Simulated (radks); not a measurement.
Values are calculated unless marked as measured or tabulated.
The copper ion Cu11+, configuration [Ar]. Level of theory: Dirac Kohn-Sham, relativistic LDA (MacDonald-Vosko exchange, VWN5 correlation), spin-unpolarised, spherical densities, finite nucleus; Fermi nuclear charge, rms radius 3.8823 fm (a radial shooting solver on a logarithmic mesh with Libxc functionals). Some entries of the table are withheld. Estimate them.

orbital,occ.,eigenvalue (eV),r(max) (bohr),<1/r> (bohr^-1)
1s1/2,2,(1),0.03423,29.05
2s1/2,2,-1386.038,0.1973,6.356
2p1/2,2,(2),0.1566,(3)
2p3/2,4,(4),0.1593,(5)
3s1/2,2,(6),0.5813,2.261
3p1/2,2,(7),0.5692,2.185
3p3/2,4,(8),0.5752,2.154

Answer. 
(1) 1s1/2 eigenvalue (eV): -9125.908
(2) 2p1/2 eigenvalue (eV): -1256.900
(3) 2p1/2 <1/r> (bohr^-1): 6.311
(4) 2p3/2 eigenvalue (eV): -1236.529
(5) 2p3/2 <1/r> (bohr^-1): 6.172
(6) 3s1/2 eigenvalue (eV): -395.0499
(7) 3p1/2 eigenvalue (eV): -353.5996
(8) 3p3/2 eigenvalue (eV): -349.9644
